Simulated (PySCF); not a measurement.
CHO₃ (SMILES O=C([O-])O), charge -1, singlet, at a GFN2-xTB geometry, atoms displaced at random by about 0.03 Å a coordinate; PBE0/def2-SVP, gradient (PySCF).

PySCF was given this input:
```python
from pyscf import gto, scf, dft

mol = gto.Mole()
mol.atom = '''
    O     1.122635   -0.525291    0.070976
    C    -0.122922    0.042215   -0.009639
    O    -0.135894    1.282930    0.037878
    O    -1.099698   -0.711506   -0.106471
    H     1.782843    0.185413    0.103668
'''
mol.basis = 'def2-svp'
mol.charge = -1
mol.spin = 0
mol.verbose = 4
mol.build()

mf = dft.RKS(mol)
mf.xc = 'pbe0'
mf.grids.level = 1
mf.kernel()
g = mf.nuc_grad_method()
g.grid_response = False
grad = g.kernel()
```

### Question
Predict the main parts of the log of this PySCF run.

### Answer

```
PySCF version 2.14.0

[INPUT] verbose = 4
[INPUT] num. atoms = 5
[INPUT] num. electrons = 32
[INPUT] charge = -1
[INPUT] spin (= nelec alpha-beta = 2S) = 0
[INPUT] symmetry False subgroup None
[INPUT] Mole.unit = angstrom
[INPUT] Symbol           X                Y                Z      unit          X                Y                Z       unit  Magmom
[INPUT]  1 O      1.122635000000  -0.525291000000   0.070976000000 AA    2.121472687851  -0.992656125699   0.134125201417 Bohr   0.0
[INPUT]  2 C     -0.122922000000   0.042215000000  -0.009639000000 AA   -0.232288914684   0.079774788349  -0.018215070115 Bohr   0.0
[INPUT]  3 O     -0.135894000000   1.282930000000   0.037878000000 AA   -0.256802441972   2.424386336988   0.071579046146 Bohr   0.0
[INPUT]  4 O     -1.099698000000  -0.711506000000  -0.106471000000 AA   -2.078128039732  -1.344551475985  -0.201201030209 Bohr   0.0
[INPUT]  5 H      1.782843000000   0.185413000000   0.103668000000 AA    3.369084993098   0.350379789934   0.195904127881 Bohr   0.0

nuclear repulsion = 114.606107926616
number of shells = 27
number of NR pGTOs = 103
number of NR cGTOs = 61
basis = def2-svp
ecp = {}

******** <class 'pyscf.dft.rks.RKS'> ********
method = RKS
initial guess = minao
damping factor = 0
level_shift factor = 0
DIIS = <class 'pyscf.scf.diis.CDIIS'>
diis_start_cycle = 1
diis_space = 8
diis_damp = 0
SCF conv_tol = 1e-09
SCF conv_tol_grad = None
SCF max_cycles = 50
direct_scf = True
direct_scf_tol = 1e-13
XC library pyscf.dft.libxc version 7.1.2
    S. Lehtola, C. Steigemann, M. J. T. Oliveira, and M. A. L. Marques,  SoftwareX 7, 1–5 (2018)
XC functionals = pbe0
    C. Adamo and V. Barone,  J. Chem. Phys. 110, 6158 (1999)
    M. Ernzerhof and G. E. Scuseria,  J. Chem. Phys. 110, 5029 (1999)
radial grids:
    Treutler-Ahlrichs [JCP 102, 346 (1995); DOI:10.1063/1.469408] (M4) radial grids

becke partition: Becke, JCP 88, 2547 (1988); DOI:10.1063/1.454033
pruning grids: <function nwchem_prune>
grids dens level: 1
symmetrized grids: False
atomic radii adjust function: <function treutler_atomic_radii_adjust>
small_rho_cutoff = 0
Set gradient conv threshold to 3.16228e-05
Initial guess from minao.
tot grids = 23192
init E= -264.446279532933
  HOMO = -0.386192079093617  LUMO = -0.0094603808853635  gap/eV = 10.25139
cycle= 1 E= -263.701101587031  delta_E= 0.745  |g|= 1.17  |ddm|=  2.5
  HOMO = 0.166613491689819  LUMO = 0.260090585981204  gap/eV = 2.54364
cycle= 2 E= -263.452598623494  delta_E= 0.249  |g|= 1.66  |ddm|= 2.21
  HOMO = 0.00407374836518137  LUMO = 0.267839534863237  gap/eV = 7.17743
cycle= 3 E= -263.950314874233  delta_E= -0.498  |g|= 0.179  |ddm|= 1.42
  HOMO = 0.000528479878121324  LUMO = 0.258778332702358  gap/eV = 7.02734
cycle= 4 E= -263.95597561659  delta_E= -0.00566  |g|= 0.0572  |ddm|= 0.165
  HOMO = -0.0033817651133381  LUMO = 0.261243639229271  gap/eV = 7.20082
cycle= 5 E= -263.956516292987  delta_E= -0.000541  |g|= 0.0155  |ddm|= 0.0447
  HOMO = -0.00134635063306643  LUMO = 0.261129358959743  gap/eV = 7.14233
cycle= 6 E= -263.956564480354  delta_E= -4.82e-05  |g|= 0.00345  |ddm|= 0.0143
  HOMO = -0.00140314951734499  LUMO = 0.261281812288099  gap/eV = 7.14802
cycle= 7 E= -263.956565790132  delta_E= -1.31e-06  |g|= 0.00234  |ddm|= 0.00421
  HOMO = -0.00155042033371444  LUMO = 0.261348437885628  gap/eV = 7.15384
cycle= 8 E= -263.956566850148  delta_E= -1.06e-06  |g|= 0.000138  |ddm|= 0.00192
  HOMO = -0.00156266099164082  LUMO = 0.261353901631517  gap/eV = 7.15432
cycle= 9 E= -263.956566856647  delta_E= -6.5e-09  |g|= 1.32e-05  |ddm|= 0.000291
  HOMO = -0.0015604578150894  LUMO = 0.26135326835833  gap/eV = 7.15425
cycle= 10 E= -263.956566856713  delta_E= -6.68e-11  |g|= 2.09e-06  |ddm|= 2.91e-05
  HOMO = -0.00156006485944449  LUMO = 0.261353273711427  gap/eV = 7.15424
Extra cycle  E= -263.956566856714  delta_E= -6.82e-13  |g|= 1.69e-06  |ddm|= 5.06e-06
converged SCF energy = -263.956566856714

******** <class 'pyscf.grad.rks.Gradients'> for <class 'pyscf.dft.rks.RKS'> ********
unit = Eh/Bohr
grid_response = False
--------------- RKS gradients ---------------
         x                y                z
0 O    -0.0299510498     0.0247754869     0.0002704920
1 C     0.0373564229    -0.0230523369    -0.0000538365
2 O    -0.0107034885    -0.0169062854    -0.0001815933
3 O    -0.0117777028     0.0157799273     0.0002402769
4 H     0.0149480785    -0.0005701742    -0.0000556371
----------------------------------------------
```
